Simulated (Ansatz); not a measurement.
One change: `[OH][Ga]([SH])[Cl]` becomes `[OH][Ga]([OH])[Cl]`.

Ansatz, PBE0-D4/def2-TZVP geometries, multiplicity 1. Each molecule was computed in one conformer, which needn't be the lowest.

Scalar relativity is left out up to krypton.

```
                             property  `[OH][Ga]([SH])[Cl]`
   HOMO energy (PBE0/def2-TZVPP) / eV                 -8.13
    LUMO energy (PBE/def2-TZVPP) / eV                 -2.11
   LUMO energy (PBE0/def2-TZVPP) / eV                 -1.18
    HOMO energy (PBE/def2-TZVPP) / eV                 -6.86
HOMO energy (ωB97M-V/def2-TZVPP) / eV                -10.32
  HOMO–LUMO gap (PBE/def2-TZVPP) / eV                  4.75
```

**Question.** Give the same properties after the change, and the shifts. (Best estimate.)

**Answer.** Ansatz gave: 
| property | `[OH][Ga]([OH])[Cl]` | shift |
| --- | --- | --- |
| HOMO energy (PBE0/def2-TZVPP) / eV | -9.24 | -1.11 |
| LUMO energy (PBE/def2-TZVPP) / eV | -2.16 | -0.05 |
| LUMO energy (PBE0/def2-TZVPP) / eV | -1.20 | -0.02 |
| HOMO energy (PBE/def2-TZVPP) / eV | -7.52 | -0.66 |
| HOMO energy (ωB97M-V/def2-TZVPP) / eV | -11.56 | -1.24 |
| HOMO–LUMO gap (PBE/def2-TZVPP) / eV | 5.36 | 0.61 |
